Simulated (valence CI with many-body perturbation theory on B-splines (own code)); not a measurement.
## Rh4+: calculated level list

Calculated by configuration interaction combined with many-body perturbation theory (CI+MBPT): five valence electrons over a frozen Dirac-Fock core [Kr], radial functions for each j: 7 s, 7 p, 8 d, 6 f, 4 g, 1 h, with the one-electron correlation potential Σ1, the two-electron term Σ2, the three-electron term Σ3, Breit, model QED; selected CI, second order for the rest, scaled by the run's own slope (own B-spline code, finite nucleus).

No measured levels were compared; by estimate terms of the open shell hold to 2 to 4 % of their energy, and close levels can change places; different configurations can be misplaced against each other by 1,000 to 8,000 cm⁻¹. Among the levels kept, up to 2500 cm⁻¹ of a level comes from second order outside the variational space, and about a tenth of that is noise between levels of different J, which matters for small intervals.

Levels 136 to 180 of 222, with energies above the lowest level, 4d5 6S_5/2. "Leading %" is the weight of the configuration and term that name the level; weights of strongly mixed levels are sums over their largest components and can fall short. In the jj column 3d3/2^4 stands for four electrons in 3d with j = 3/2.

| No. | Configuration | Term | J | E (eV) | Leading % | g | Leading jj | Second component |
| --- | --- | --- | --- | --- | --- | --- | --- | --- |
| 136 | 4d4 5p | 4D° | 5/2 | 27.205 | 61 | 1.210 | 4d3/2^2 4d5/2^2 5p1/2 (32 %) | 11 % 4d4 5p 4F° |
| 137 | 4d4 5p | 4P° | 1/2 | 27.217 | 50 | 2.034 | 4d3/2^2 4d5/2^2 5p1/2 (40 %) | 30 % 4d4 5p 2S° |
| 138 | 4d4 5p | 4G° | 11/2 | 27.236 | 36 | 1.130 | 4d3/2^2 4d5/2^2 5p1/2 (46 %) | 26 % 4d4 5p 4I° |
| 139 | 4d4 5p | 2D° | 3/2 | 27.326 | 48 | 0.738 | 4d3/2^2 4d5/2^2 5p1/2 (32 %) | 25 % 4d4 5p 4F° |
| 140 | 4d4 5p | 4G° | 11/2 | 27.354 | 43 | 1.123 | 4d3/2^2 4d5/2^2 5p3/2 (53 %) | 37 % 4d4 5p 4I° |
| 141 | 4d4 5p | 4G° | 5/2 | 27.431 | 53 | 0.781 | 4d3/2^2 4d5/2^2 5p1/2 (35 %) | 14 % 4d4 5p 2F° |
| 142 | 4d4 5p | 4D° | 7/2 | 27.438 | 35 | 1.149 | 4d3/2^2 4d5/2^2 5p3/2 (30 %) | 18 % 4d4 5p 4G° |
| 143 | 4d4 5p | 4G° | 9/2 | 27.522 | 44 | 1.116 | 4d3/2^2 4d5/2^2 5p3/2 (38 %) | 28 % 4d4 5p 2G° |
| 144 | 4d4 5p | 4I° | 13/2 | 27.553 | 64 | 1.142 | 4d3/2^2 4d5/2^2 5p3/2 (48 %) | 29 % 4d4 5p 4H° |
| 145 | 4d4 5p | 4G° | 7/2 | 27.602 | 77 | 1.009 | 4d3/2 4d5/2^3 5p1/2 (26 %) | 5 % 4d4 5p 2F° |
| 146 | 4d4 5p | 4G° | 9/2 | 27.606 | 50 | 1.158 | 4d3/2^2 4d5/2^2 5p1/2 (47 %) | 19 % 4d4 5p 4F° |
| 147 | 4d4 5p | 4P° | 3/2 | 27.611 | 63 | 1.460 | 4d3/2^4 5p3/2 (29 %) | 7 % 4d4 5p 2D° |
| 148 | 4d4 5p | 2I° | 11/2 | 27.626 | 53 | 1.042 | 4d3/2^3 4d5/2 5p3/2 (47 %) | 19 % 4d4 5p 4G° |
| 149 | 4d4 5p | 4F° | 5/2 | 27.654 | 55 | 1.077 | 4d3/2 4d5/2^3 5p1/2 (36 %) | 19 % 4d4 5p 2D° |
| 150 | 4d4 5p | 4I° | 15/2 | 27.680 | 94 | 1.195 | 4d3/2^2 4d5/2^2 5p3/2 (59 %) |  |
| 151 | 4d4 5p | 4H° | 9/2 | 27.688 | 38 | 1.029 | 4d3/2^2 4d5/2^2 5p1/2 (30 %) | 11 % 4d4 5p 2H° |
| 152 | 4d4 5p | 4F° | 7/2 | 27.719 | 46 | 0.999 | 4d3/2^2 4d5/2^2 5p1/2 (30 %) | 35 % 4d4 5p 4H° |
| 153 | 4d4 5p | 4G° | 5/2 | 27.733 | 41 | 0.825 | 4d3/2^2 4d5/2^2 5p3/2 (38 %) | 22 % 4d4 5p 2F° |
| 154 | 4d4 5p | 2P° | 3/2 | 27.739 | 34 | 1.138 | 4d3/2^2 4d5/2^2 5p1/2 (40 %) | 17 % 4d4 5p 4F° |
| 155 | 4d4 5p | 2I° | 13/2 | 27.746 | 61 | 1.096 | 4d3/2^2 4d5/2^2 5p3/2 (57 %) | 19 % 4d4 5p 4H° |
| 156 | 4d4 5p | 4F° | 7/2 | 27.763 | 36 | 1.004 | 4d3/2^2 4d5/2^2 5p3/2 (27 %) | 32 % 4d4 5p 4H° |
| 157 | 4d4 5p | 4F° | 5/2 | 27.795 | 42 | 1.185 | 4d3/2^2 4d5/2^2 5p1/2 (22 %) | 28 % 4d4 5p 4D° |
| 158 | 4d4 5p | 4P° | 1/2 | 27.835 | 41 | 1.682 | 4d3/2^2 4d5/2^2 5p3/2 (43 %) | 27 % 4d4 5p 2P° |
| 159 | 4d4 5p | 4F° | 3/2 | 27.851 | 70 | 0.716 | 4d3/2^2 4d5/2^2 5p3/2 (36 %) | 14 % 4d4 5p 4P° |
| 160 | 4d4 5p | 4F° | 9/2 | 27.872 | 66 | 1.255 | 4d3/2 4d5/2^3 5p1/2 (35 %) | 12 % 4d4 5p 4G° |
| 161 | 4d4 5p | 2D° | 5/2 | 27.873 | 39 | 1.097 | 4d3/2^2 4d5/2^2 5p1/2 (24 %) | 22 % 4d4 5p 4F° |
| 162 | 4d4 5p | 4H° | 11/2 | 27.895 | 38 | 1.157 | 4d3/2 4d5/2^3 5p1/2 (32 %) | 26 % 4d4 5p 4G° |
| 163 | 4d4 5p | 4F° | 9/2 | 27.932 | 41 | 1.135 | 4d3/2^2 4d5/2^2 5p3/2 (45 %) | 12 % 4d4 5p 2H° |
| 164 | 4d4 5p | 4F° | 7/2 | 27.997 | 36 | 1.109 | 4d3/2 4d5/2^3 5p3/2 (33 %) | 21 % 4d4 5p 2F° |
| 165 | 4d4 5p | 4P° | 5/2 | 28.005 | 53 | 1.372 | 4d3/2^2 4d5/2^2 5p3/2 (31 %) | 7 % 4d4 5p 2D° |
| 166 | 4d4 5p | 4G° | 11/2 | 28.019 | 38 | 1.138 | 4d3/2^2 4d5/2^2 5p3/2 (39 %) | 18 % 4d4 5p 2I° |
| 167 | 4d4 5p | 4F° | 3/2 | 28.032 | 43 | 0.850 | 4d3/2^2 4d5/2^2 5p3/2 (38 %) | 23 % 4d4 5p 2D° |
| 168 | 4d4 5p | 4D° | 7/2 | 28.042 | 33 | 1.211 | 4d3/2^2 4d5/2^2 5p3/2 (30 %) | 24 % 4d4 5p 4F° |
| 169 | 4d4 5p | 4D° | 1/2 | 28.099 | 86 | 0.207 | 4d3/2^2 4d5/2^2 5p3/2 (48 %) | 8 % 4d4 5p 2S° |
| 170 | 4d4 5p | 4D° | 3/2 | 28.129 | 51 | 1.244 | 4d3/2^2 4d5/2^2 5p3/2 (40 %) | 18 % 4d4 5p 4S° |
| 171 | 4d4 5p | 4D° | 5/2 | 28.132 | 43 | 1.158 | 4d3/2^2 4d5/2^2 5p3/2 (29 %) | 13 % 4d4 5p 4F° |
| 172 | 4d4 5p | 4H° | 9/2 | 28.134 | 34 | 1.076 | 4d3/2^2 4d5/2^2 5p3/2 (41 %) | 21 % 4d4 5p 4G° |
| 173 | 4d4 5p | 2H° | 11/2 | 28.279 | 38 | 1.057 | 4d3/2^2 4d5/2^2 5p3/2 (47 %) | 32 % 4d4 5p 2I° |
| 174 | 4d4 5p | 4D° | 7/2 | 28.284 | 43 | 1.214 | 4d3/2 4d5/2^3 5p3/2 (38 %) | 9 % 4d4 5p 2F° |
| 175 | 4d4 5p | 2F° | 5/2 | 28.285 | 40 | 0.928 | 4d3/2^2 4d5/2^2 5p3/2 (40 %) | 29 % 4d4 5p 4G° |
| 176 | 4d4 5p | 2H° | 11/2 | 28.345 | 48 | 1.127 | 4d3/2^2 4d5/2^2 5p3/2 (64 %) | 18 % 4d4 5p 4H° |
| 177 | 4d4 5p | 2D° | 3/2 | 28.350 | 26 | 1.276 | 4d3/2^2 4d5/2^2 5p3/2 (37 %) | 25 % 4d4 5p 4S° |
| 178 | 4d4 5p | 2K° | 13/2 | 28.351 | 42 | 1.065 | 4d3/2 4d5/2^3 5p1/2 (57 %) | 31 % 4d4 5p 4H° |
| 179 | 4d4 5p | 4D° | 7/2 | 28.364 | 36 | 1.145 | 4d3/2^2 4d5/2^2 5p3/2 (36 %) | 13 % 4d4 5p 2G° |
| 180 | 4d4 5p | 4D° | 1/2 | 28.375 | 47 | 0.714 | 4d3/2 4d5/2^3 5p3/2 (29 %) | 22 % 4d4 5p 2S° |

Names give the largest LS component (configuration and term), which can be under half, so a name can repeat, a term be missing and a line seem to break the LS rules; names also repeat where a configuration has a term twice.

Where two levels of one J and parity lie close, their mixing, g and order are uncertain.
